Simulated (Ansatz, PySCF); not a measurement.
This PySCF input computes a PBE0/def2-TZVPD energy:

```python
from pyscf import gto, scf, dft

mol = gto.M(
    atom='''
    Si   -0.47559465   -0.23959751   -0.40653097
    O     0.72703529    0.26806601    0.61322182
    H     0.84204278    1.20983695    0.78565901
    ''',
    basis='def2-tzvpd',
    charge=0,
    spin=1,
    verbose=4,
)

mf = dft.UKS(mol, xc='pbe0').density_fit(auxbasis='def2-universal-jkfit')
mf.grids.level = 3
mf.conv_tol = 1e-9
mf.max_cycle = 100
mf.max_memory = 1500
mf.kernel()
if not mf.converged:
    mf = mf.newton()
    mf.kernel(mf.make_rdm1())
for _ in range(2):
    mo, _, stable, _ = mf.stability(return_status=True)
    if stable:
        break
    mf.kernel(mf.make_rdm1(mo, mf.mo_occ))
mf.analyze()
```

Write an input for the same energy in Ansatz (a first-principles code) and say what it gives.


Ansatz 0.2 input:
```yaml
crystal:
  periodic: [false, false, false]
  atoms:
    - {symbol: Si, position_ang: [-0.47559465, -0.23959751, -0.40653097]}
    - {symbol: O, position_ang: [0.72703529, 0.26806601, 0.61322182]}
    - {symbol: H, position_ang: [0.84204278, 1.20983695, 0.78565901]}
basis:
  gaussian:
    orbitals: def2-TZVPD
hamiltonian:
  xc: {name: PBE0}
magnetization: {spin_polarized: true, initial_magnetization: 1}
output: {forces: true}
```
It gives -365.12280 Eh, and PySCF -365.12283 Eh, a difference of 0.03 mEh, from the treatment of integrals and grids.

It need not be the lowest isomer of its formula.
